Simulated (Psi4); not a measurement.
C$_{4}$H$_{12}$Ge, singlet, at a GFN2-xTB geometry. Base run: Psi4 with BLYP/STO-3G.

Psi4 was given this input:
```
memory 2 GB

molecule {
0 1
Ge    1.19204730    0.56714476   -0.05754356
C    -0.14291499   -0.40813352    1.02478555
C    -1.47181421   -0.75171789    0.35417463
C    -1.27787032   -1.78595875   -0.74868490
C    -2.14060935    0.49817568   -0.20427519
H     2.47695911    0.63797260    0.70755841
H     1.51822983   -0.07475567   -1.36893037
H     0.79742154    1.98087734   -0.34754028
H    -0.33651492    0.20244411    1.91116398
H     0.32633876   -1.32831449    1.38212088
H    -2.13107858   -1.18576940    1.11818937
H    -0.64106043   -1.38068517   -1.53369694
H    -2.23428227   -2.05938865   -1.18936037
H    -0.81099573   -2.68634650   -0.35444740
H    -1.53940228    0.90778741   -1.01628749
H    -2.24171535    1.25754145    0.56886375
H    -3.13015973    0.26581165   -0.59224003
}

set {
  basis sto-3g
}

energy('blyp')
print_variables()
```

The base run was repeated with changes; each row names its change, and settings that it needs were set with it.

```csv
change,basis functions,E (Eh),dipole (D),core-seconds (rough)
base,50,-2210.61097,0.31,20
basis = 3-21G,…,…,…,10
basis = 6-31G,…,…,1.01,20
basis = def2-SV(P),112,-2236.15982,1.01,30
basis = 6-31G*,…,…,1.04,30
basis = pcseg-1,143,-2236.32156,1.00,30
basis = cc-pVDZ,143,-2236.53023,1.01,40
basis = def2-SVP,148,-2236.18612,1.00,30
basis = 6-311G**,188,-2236.58497,1.07,60
basis = def2-SVPD,…,…,1.04,100
basis = aug-pcseg-1,236,-2236.32899,1.02,100
basis = def2-TZVP,244,-2236.63658,1.05,100
basis = def2-TZVPD,310,-2236.63756,1.04,200
```

Task: Fill in the missing entries.

Result: 
- basis = 3-21G, basis functions: 83
- basis = 3-21G, E (Eh): -2225.66191
- basis = 3-21G, dipole (D): 0.96
- basis = 6-31G, basis functions: 89
- basis = 6-31G, E (Eh): -2236.17570
- basis = 6-31G*, basis functions: 119
- basis = 6-31G*, E (Eh): -2236.28468
- basis = def2-SVPD, basis functions: 214
- basis = def2-SVPD, E (Eh): -2236.20230

Totals compare only among sets that treat the same electrons; sets with core potentials leave the core out.
